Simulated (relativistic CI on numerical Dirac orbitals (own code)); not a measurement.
Method of calculation: Dirac-Coulomb-Breit CI, orbitals from a KLI potential per configuration, QED by a radiative potential, unscaled Slater integrals (own radial code, finite nucleus).

Configuration list (outside the closed core [Ar]): 3d10.4s, 3d10.4p, 3d10.4d, 3d10.4f, 3d10.5s, 3d10.5p, 3d10.5d, 3d9.4s2, 3d10.6s, 3d10.6p, 3d10.5f, 3d10.5g, 3d10.6d, 3d10.7s, 3d9.4s.4p, 3d10.7p, 3d10.7d, 3d9.4s.4d. Double excitations out of closed p, d and f shells are left out; levels of such configurations are missing from the list, as are those of other unlisted configurations, and high levels can miss mixing partners.

At this charge configurations can still be misplaced by up to about 7 % of their energy. 2 of the 2 excited levels that our extract of the measured tables holds in this range could be paired (the sources list more); they are missed by 3177 cm⁻¹ on average and 3211 at most, and levels without a partner can miss by more.

Outline of the computed level scheme of Br VII. Lowest level of each configuration: 3d10.4s 2S_1/2 at 0.0000 eV; 3d10.4p 2P°_1/2 at 15.7278 eV; 3d10.4d 2D_3/2 at 40.1701 eV; 3d10.5s 2S_1/2 at 49.9543 eV; 3d10.5p 2P°_1/2 at 56.0235 eV; 3d10.4f 2F°_7/2 at 59.2818 eV; 3d9.4s2 2D_5/2 at 65.6122 eV; 3d10.5d 2D_3/2 at 65.8937 eV; 3d10.6s 2S_1/2 at 70.1709 eV.

Some strong electric-dipole decays among the lowest 15 levels: 3d10.4d 2D_5/2 → 3d10.4p 2P°_3/2 (1.5e+10 s⁻¹); 3d10.4d 2D_3/2 → 3d10.4p 2P°_1/2 (1.4e+10 s⁻¹); 3d10.4f 2F°_7/2 → 3d10.4d 2D_5/2 (1.3e+10 s⁻¹); 3d10.5s 2S_1/2 → 3d10.4p 2P°_3/2 (1.3e+10 s⁻¹); 3d10.4f 2F°_5/2 → 3d10.4d 2D_3/2 (1.2e+10 s⁻¹); 3d10.5s 2S_1/2 → 3d10.4p 2P°_1/2 (6.2e+09 s⁻¹); 3d10.6s 2S_1/2 → 3d10.4p 2P°_3/2 (5.9e+09 s⁻¹); 3d10.5p 2P°_1/2 → 3d10.4d 2D_3/2 (3.9e+09 s⁻¹).

LS names give the leading component of a level, which can be under half, so a name can repeat, a term be missing and a line seem to break the LS rules.
